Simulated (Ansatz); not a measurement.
CH3NO2Zn (`OC(O)=[N][ZnH]`). Charge 0, multiplicity 1.

Cartesian coordinates in Å:
```
O -1.241 1.670 0.154
C -0.530 0.543 0.319
O -0.797 0.096 1.562
N 0.220 0.052 -0.551
Zn 1.350 -1.277 -0.974
H -1.035 1.970 -0.738
H -0.288 -0.710 1.680
H 2.321 -2.343 -1.453
```

Problem. List the harmonic frequencies (cm⁻¹, unscaled) at PBE0-D4/def2-TZVP in Ansatz. (Estimate.)

Solution. The calculation gave: 89, 107, 378, 474, 475, 500, 570, 585, 654, 761, 1023, 1142, 1314, 1427, 1805, 1979, 3846, 3874.

Problem. Is this a minimum?

Solution. Yes, all 18 modes are real.

Problem. Give the ideal-gas thermochemistry at 298.15 K and 1 bar (rigid rotor, harmonic oscillator; point group Cs, symmetry number 1).

Solution. Zero-point energy 125.6 kJ/mol; H(298) − E = 143.8 kJ/mol; entropy 332.4 J/(mol·K), of which translation 169.2, rotation 113.3, vibration 49.9; G(298) − E = 44.7 kJ/mol. Modes under 100 cm⁻¹ are hindered rotations or soft bends, so the harmonic entropy is rough.

Problem. And at 400, 500, 600, 800 and 1000 K?

Solution. 
```
T (K)  H − E (kJ/mol)  S (J/mol/K)  G − E (kJ/mol)
  400           154.0        361.7             9.3
  500           165.4        386.9           -28.1
  600           177.7        409.5           -68.0
  800           204.8        448.3          -153.9
 1000           233.9        480.8          -246.8
```

Problem. Rotational constants (cm⁻¹)?

Solution. 0.378, 0.0492, 0.04353.
